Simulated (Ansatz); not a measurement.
`F[C@H]1S[Si@@H]1F`, charge 0, multiplicity 1.

(1) Give a relaxed structure at PBE0-D4/def2-TZVP (the Gaussian-basis code of Ansatz). (Estimate.)

Answers

(1) Ansatz gave: 
Cartesian coordinates in Å:
```
F 1.6072 0.7055 0.9713
C 0.8555 -0.2125 0.3017
S -0.5583 -0.9186 1.2988
Si -0.7852 0.2369 -0.3984
F -1.2999 -0.4233 -1.7469
H 1.4929 -0.9949 -0.1023
H -1.3121 1.6069 -0.3242
```
